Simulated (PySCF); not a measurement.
S (sulfur, neutral): UHF calculation

Configuration: [Ne] 3s1 3p4 4s1, high-spin 5P determinant (an excited configuration). Calculation: PySCF 2.14, in x2c-QZVPPall with one added diffuse shell each of s, p, d, f type (10s7p5d3f1g, 86 functions); scalar relativity by spin-free X2C-1e.

```json
{
 "Total energy": "-397.993189 hartree",
 "One-electron energy": "-546.7231 hartree",
 "Hartree (Coulomb) energy": "173.7112 hartree",
 "Exchange energy": "-24.9813 hartree",
 "⟨S²⟩": "6.0102",
 "⟨L²⟩": "2.038",
 "Sum of ⟨r⟩": "17.94 bohr",
 "Sum of ⟨r²⟩": "48.42 bohr²",
 "Traceless quadrupole moment −½Σ⟨3z² − r²⟩ along its main axis": "-0.589 e·bohr²",
 "Langevin diamagnetic susceptibility": "-38.3 ×10⁻⁶ cm³/mol"
}
```

```json
{"shell": "1s α", "electrons": "1", "mean orbital energy (hartree)": "-92.58286", "spread (hartree)": "0", "rms radius, mean of both spins (bohr)": "0.112"}
{"shell": "1s β", "electrons": "1", "mean orbital energy (hartree)": "-92.53440", "spread (hartree)": "0", "rms radius, mean of both spins (bohr)": "0.112"}
{"shell": "2s α", "electrons": "1", "mean orbital energy (hartree)": "-9.33828", "spread (hartree)": "0", "rms radius, mean of both spins (bohr)": "0.517"}
{"shell": "2s β", "electrons": "1", "mean orbital energy (hartree)": "-9.26986", "spread (hartree)": "0", "rms radius, mean of both spins (bohr)": "0.517"}
{"shell": "2p α", "electrons": "3", "mean orbital energy (hartree)": "-6.97448", "spread (hartree)": "0.01972", "rms radius, mean of both spins (bohr)": "0.490"}
{"shell": "2p β", "electrons": "3", "mean orbital energy (hartree)": "-6.91281", "spread (hartree)": "0.01879", "rms radius, mean of both spins (bohr)": "0.490"}
{"shell": "3s α", "electrons": "1", "mean orbital energy (hartree)": "-1.25112", "spread (hartree)": "0", "rms radius, mean of both spins (bohr)": "1.74"}
{"shell": "3p α", "electrons": "3", "mean orbital energy (hartree)": "-0.68201", "spread (hartree)": "0.06338", "rms radius, mean of both spins (bohr)": "2.07"}
{"shell": "3p β", "electrons": "1", "mean orbital energy (hartree)": "-0.45693", "spread (hartree)": "0", "rms radius, mean of both spins (bohr)": "2.07"}
{"shell": "4s α", "electrons": "1", "mean orbital energy (hartree)": "-0.12190", "spread (hartree)": "0", "rms radius, mean of both spins (bohr)": "5.12"}
```

The outer electron is Rydberg-like, and this basis confines it to a smaller radius and binds it less than a complete one would.

Densities and radii are taken from the X2C orbitals without a picture-change correction, which distorts them close to the nucleus.

Spin-orbit constants ζ (cm⁻¹) from the X2C one-electron operator on these orbitals: bare nucleus, nucleus screened by l(l+1)(2l+1)/3 electrons, and screened by the Breit-Pauli mean field of the electrons.

| shell | bare | screened nucleus | mean field |
| --- | --- | --- | --- |
| 2p | 7507 | 6569 | 6147 |
| 3p | 561.5 | 491.3 | 454.5 |

To first order the Landé constant is A = -113.6 cm⁻¹, so the lowest level has J = 3 and lies 0.0282 eV below the centre of the term. This holds in LS coupling only.
